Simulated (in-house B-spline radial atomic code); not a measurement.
Zn. Computed with a B-spline radial atomic code. Model: non-relativistic spherical atom: semilocal Troullier-Martins pseudo-atom, one channel per l, against all electrons, high spin, G0W0 and RPA with empty states to l = 8, local potential for every l without a channel, a model core (radius 0 = none) keeps its share of the functional.

What the tables leave out is listed at the end.

The pseudopotential gives back the lowest level of each angular momentum of its own functional in the configuration it was made in; a second state of the same l is only approximately right. Exact exchange, RPA and GW see the smooth pseudo-orbitals and miss the exchange with the core, for which the functional's share stands in. The column with an uncorrelated core keeps all orbitals and exact exchange, and so separates missing core correlation from pseudisation. Only the three outermost levels and the lowest empty one were computed. RPA here is direct RPA, with no exchange kernel, and its energies carry an (l + 1/2)⁻⁴ tail. A hybrid on a potential with a model core restores only its own semilocal share of the core's exchange.

Command:
```bash
python run_psgw.py task.json out
```
Settings (lengths in bohr, energies in hartree):
```
Z                      30
electrons              30
configuration          [Ar] 3d10 4s2
generated_in           [Ar] 3d10 4s2
functional             pbe,pbe
core_shells            5
radius_factor          1.15
core_correction        False
ion_configuration      [Ar] 3d10 4s1
```

Run time, properties included: 69 s on 1 thread of Arm Neoverse N1, on a shared host.

Given: made with PBE; model core radius 0 bohr; local radius 2.158 bohr; mean-field start PBE.

Valence shells of the generating configuration: 3d, 4s.

Channel: s 2.464, p 3.4, d 1.939 (radii in bohr).

Computed: largest level miss in the spin-unpolarised generating configuration 0 eV; valence RPA correlation energy all-electron orbitals -0.79779 hartree; all-electron RPA polarisability, core included 32.071 bohr³; pseudo-atom RPA polarisability 32.047 bohr³; ionisation by mean-field all-electron 9.377 eV; ionisation by mean-field pseudo minus all -0.01 eV; ionisation by RPA pseudo minus all 0.76 eV.

| level | occupied | mean-field all-electron (eV) | mean-field pseudo minus all (eV) | G0W0 all-electron (eV) | G0W0 uncorrelated core minus all (eV) | G0W0 pseudo minus all (eV) | exchange self-energy all-electron (eV) | exchange self-energy pseudo (eV) |
| --- | --- | --- | --- | --- | --- | --- | --- | --- |
| 4s | 1 | -5.8255 | 0 | -9.2023 | -0.028 | -0.326 | -11.76 | -11.116 |

(1) What is the ionisation by RPA all-electron?

(2) What is the valence RPA correlation energy pseudo?

Given: mean-field start PBE0.

Computed: valence RPA correlation energy all-electron orbitals -0.74647 hartree; valence RPA correlation energy pseudo -0.95593 hartree; ionisation by mean-field all-electron 9.0695 eV; ionisation by mean-field pseudo minus all 0.201 eV; ionisation by RPA all-electron 9.3734 eV; ionisation by RPA pseudo minus all 0.774 eV.

```csv
level,occupied,mean-field all-electron (eV),mean-field pseudo minus all (eV),G0W0 all-electron (eV),G0W0 uncorrelated core minus all (eV),G0W0 pseudo minus all (eV),exchange self-energy all-electron (eV),exchange self-energy pseudo (eV)
4s,1,-6.5448,-0.17,-9.2353,-0.027,-0.537,-11.482,-11.16
```

(3) What is the pseudo-atom RPA polarisability?

(4) What is the all-electron RPA polarisability, core included?

Given: mean-field start Hartree-Fock.

Computed: valence RPA correlation energy all-electron orbitals -0.63374 hartree; valence RPA correlation energy pseudo -0.8682 hartree; ionisation by mean-field all-electron 7.6223 eV; ionisation by mean-field pseudo minus all 0.634 eV; ionisation by RPA all-electron 8.9276 eV; ionisation by RPA pseudo minus all 0.865 eV.

```
level  occupied  mean-field all-electron (eV)  mean-field pseudo minus all (eV)  G0W0 all-electron (eV)  G0W0 uncorrelated core minus all (eV)  G0W0 pseudo minus all (eV)  exchange self-energy all-electron (eV)  exchange self-energy pseudo (eV)
   4s         1                       -7.9595                            -0.688                  -9.073                                 -0.016                      -0.976                                 -10.496                           -11.034
   3d         1                       -21.294                             5.211                 -18.659                                 -0.213                       3.015                                 -52.614                           -30.728
```

(5) What is the pseudo-atom RPA polarisability?

(6) What is the all-electron RPA polarisability, core included?

Answers

(1) 9.5492 eV.

(2) -0.99124 hartree.

(3) 27.528 bohr³.

(4) 28.852 bohr³.

(5) 21.446 bohr³.

(6) 25.248 bohr³.

Among the listed levels the largest G0W0 shift of the pseudo-atom is +3.02 eV, for 3d on the Hartree-Fock start, while leaving the core uncorrelated moves that level by -0.21 eV. So pseudisation and the lost core exchange, not the missing core correlation, make the error. Not in the tables (levels of low weight, unsolved or above zero; the highest and the empty levels are kept at any weight): on PBE the G0W0 levels 3d (pseudo minus all +4.11 eV, weights 0.60 and 0.00), 4p (pseudo minus all -0.05 eV, weights 0.91 and 0.91); on PBE0 the G0W0 levels 3d (pseudo minus all +3.75 eV, weights 0.81 and 0.65), 4p (pseudo minus all +0.00 eV, weights 0.94 and 0.94).
